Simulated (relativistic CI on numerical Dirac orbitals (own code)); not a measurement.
**K VIII: calculation against measurement**

Computed by Dirac-Coulomb-Breit CI, separate exchange-only KLI orbitals for each configuration, model QED (radiative potential, 1s self-energy scaled to tabulated hydrogen-like ionisation energies), valence Slater integrals scaled by 0.9, P86 correlation estimate, and configurations built on the next ion tied to the tabulated ionisation energy (semi-empirical) (own radial code, finite nucleus).

CI space (outside the closed core [Ne]): 3s2, 3s.3d, 3s.4s, 3s.4p, 3s.3p, 3s.4d, 3s.5s, 3s.4f, 3p2, 3d2, 3p.3d, 3p.4s, 3d.4s, 3s.5p, 3s.5d, 4s2, 3s.5f, 3s.5g. Levels of other configurations are missing.

| Configuration | Term (tabulated) | J | Measured (cm⁻¹) | Computed | Error | Purity (%) |
| --- | --- | --- | --- | --- | --- | --- |
| 3s2 | 1S | 0 | 0.0 | 0 | 0 | 97 |
| 3s.3p | 3P° | 0 | 128097.0 | 128215 | 118 | 100 |
| 3s.3p | 3P° | 1 | 129209.0 | 129316 | 107 | 100 |
| 3s.3p | 3P° | 2 | 131582.0 | 131663 | 81 | 100 |
| 3s.3p | 1P° | 1 | 192537.0 | 191420 | -1117 | 97 |
| 3p2 | 1D | 2 | 300317.0 | 301710 | 1393 | 76 |
| 3p2 | 3P | 0 | 304820.0 | 305497 | 677 | 99 |
| 3p2 | 3P | 1 | 306179.0 | 306841 | 662 | 100 |
| 3p2 | 3P | 2 | 308756.0 | 309412 | 656 | 96 |
| 3p2 | 1S | 0 | 357590.0 | 357094 | -496 | 94 |
| 3s.3d | 3D | 1 | 368127.0 | 370610 | 2483 | 100 |
| 3s.3d | 3D | 2 | 368206.0 | 370673 | 2467 | 100 |
| 3s.3d | 3D | 3 | 368337.0 | 370776 | 2439 | 100 |
| 3s.3d | 1D | 2 | 419030.0 | 423030 | 4000 | 79 |
| 3p.3d | 3F° | 2 | 503756.0 | 505521 | 1765 | 97 |
| 3p.3d | 3F° | 3 | 505184.0 | 506934 | 1750 | 100 |
| 3p.3d | 3F° | 4 | 506945.0 | 508664 | 1719 | 100 |
| 3p.3d | 1D° | 2 | 510993.0 | 512708 | 1715 | 97 |
| 3p.3d | 3P° | 2 | 535330.0 | 536697 | 1367 | 86 |
| 3p.3d | 3P° | 1 | 536211.0 | 537628 | 1417 | 76 |
| 3p.3d | 3P° | 0 | 537314.0 | 538714 | 1400 | 100 |
| 3p.3d | 3D° | 1 | 538541.0 | 539932 | 1391 | 77 |
| 3p.3d | 3D° | 2 | 539020.0 | 540392 | 1372 | 87 |
| 3p.3d | 3D° | 3 | 539175.0 | 540529 | 1354 | 100 |
| 3p.3d | 1F° | 3 | 576421.0 | 580024 | 3603 | 98 |
| 3p.3d | 1P° | 1 | 585418.0 | 590407 | 4989 | 96 |
| 3s.4s | 3S | 1 | 631861.0 | 634329 | 2468 | 100 |
| 3s.4s | 1S | 0 | 644451.0 | 649402 | 4951 | 100 |
| 3s.4p | 1P° | 1 | 695386.0 | 698694 | 3308 | 91 |
| 3d2 | 3F | 2 | 742660.0 | 745909 | 3249 | 100 |
| 3d2 | 3F | 3 | 742797.0 | 746016 | 3219 | 100 |
| 3d2 | 3F | 4 | 742952.0 | 746151 | 3199 | 100 |
| 3d2 | 1G | 4 | 756866.0 | 766749 | 9883 | 100 |
| 3d2 | 1D | 2 | 757420.0 | 762437 | 5017 | 87 |
| 3d2 | 3P | 0 | 762399.0 | 763869 | 1470 | 100 |
| 3d2 | 3P | 1 | 762470.0 | 763909 | 1439 | 100 |
| 3d2 | 3P | 2 | 762534.0 | 763964 | 1430 | 99 |
| 3s.4d | 3D | 1 | 770344.0 | 774200 | 3856 | 100 |
| 3s.4d | 3D | 2 | 770430.0 | 774232 | 3802 | 100 |
| 3s.4d | 3D | 3 | 770580.0 | 774285 | 3705 | 100 |
| 3s.4d | 1D | 2 | 773838.0 | 778455 | 4617 | 89 |
| 3p.4s | 3P° | 0 | 794832.0 | 795904 | 1072 | 99 |
| 3p.4s | 3P° | 1 | 795744.0 | 796896 | 1152 | 98 |
| 3p.4s | 3P° | 2 | 798464.0 | 799537 | 1073 | 99 |
| 3s.4f | 3F° | 2 | 801673.0 | 804750 | 3077 | 100 |
| 3s.4f | 3F° | 3 | 801681.0 | 804761 | 3080 | 100 |
| 3s.4f | 3F° | 4 | 801707.0 | 804779 | 3072 | 100 |
| 3d2 | 1S | 0 | 803924.0 | 810669 | 6745 | 97 |
| 3s.4f | 1F° | 3 | 809317.0 | 813568 | 4251 | 98 |
| 3s.5s | 3S | 1 | 885074.0 | 886005 | 931 | 100 |
| 3s.5s | 1S | 0 | 893057.0 | 891562 | -1495 | 100 |
| 3s.5p | 1P° | 1 | 912950.0 | 918463 | 5513 | 98 |
| 3s.5d | 1D | 2 | 947146.0 | 951409 | 4263 | 98 |
| 3s.5d | 3D | 3 | 948489.0 | 951037 | 2548 | 100 |
| 3s.5d | 3D | 2 | 948518.0 | 951007 | 2489 | 100 |
| 3s.5d | 3D | 1 | 948543.0 | 950991 | 2448 | 100 |
| 3s.5f | 1F° | 3 | 966546.0 | 968791 | 2245 | 100 |

Measured levels from Sansonetti, J. Phys. Chem. Ref. Data 37, 7 (2008); pairs were made by configuration, J and term (by order where the table uses no LS term), so strongly mixed levels may be paired wrongly.

Mean error by configuration (cm⁻¹): 3s.3p -203; 3p2 578; 3s.3d 2847; 3p.3d 1987; 3s.4s 3710; 3s.4p 3308; 3d2 3961; 3s.4d 3995; 3p.4s 1099; 3s.4f 3370; 3s.5s -282; 3s.5p 5513; 3s.5d 2937; 3s.5f 2245. Over the excited levels the mean absolute error is 2529 cm⁻¹ (56 of the 64 excited levels that our extract of the source holds in range could be paired, and the others can miss by more), and the median relative error of those above 1,000 cm⁻¹ is 0.35 %.
